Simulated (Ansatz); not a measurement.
The cluster Sn₃Bi₂⁻. Charge -1, multiplicity 2. Geometry PBE-D4/def2-SVP, that of the neutral singlet; atoms count from 1.

```
atom   x (Å)   y (Å)   z (Å)
 Bi1  -0.132   1.203  -1.370
 Bi2  -1.600  -0.633   0.617
 Sn3   0.182  -1.815  -1.544
 Sn4   1.564  -0.515   0.679
 Sn5  -0.014   1.760   1.616
```

In the def2 sets Bi, Sn take a core potential; there is no spin–orbit coupling. The highest occupied level of the charge -1 doublet lies above zero (up to 0.24 eV). By energy differences its removal costs 1.08 eV (vertical, to the charge 0 singlet, at PBE0-D4/def2-TZVPD); a positive level beside a positive removal energy at the same level points to self-interaction error. The structure comes from a short search, and lower isomers may exist.

Estimate the Mulliken populations from the PBE0/def2-TZVPD orbitals of Ansatz.


```csv
atom,charge (e),spin (α − β)
Bi1,-0.14,0.01
Bi2,-0.14,0.01
Sn3,-0.29,0.48
Sn4,-0.15,0.02
Sn5,-0.29,0.48
```
Mulliken values and Mayer orders depend strongly on the basis. With diffuse functions, as here, like atoms can get unlike values, and bond orders can come out too low or too high.

Where does the spin sit?

Summed by element: Bi 0.02, Sn 0.98, of 1 unpaired in all. Largest on single atoms: Sn3 0.48, Sn5 0.48, Sn4 0.02.

And the Mayer bond orders between bonded heavy atoms (over 0.3)?

Bi1–Bi2 0.88 (3.08 Å); Bi1–Sn3 0.72 (3.04 Å); Bi1–Sn4 0.62 (3.17 Å); Bi1–Sn5 0.72 (3.04 Å); Bi2–Sn3 0.72 (3.04 Å); Bi2–Sn4 0.62 (3.17 Å); Bi2–Sn5 0.72 (3.04 Å); Sn3–Sn4 0.78 (2.92 Å); Sn4–Sn5 0.78 (2.92 Å).
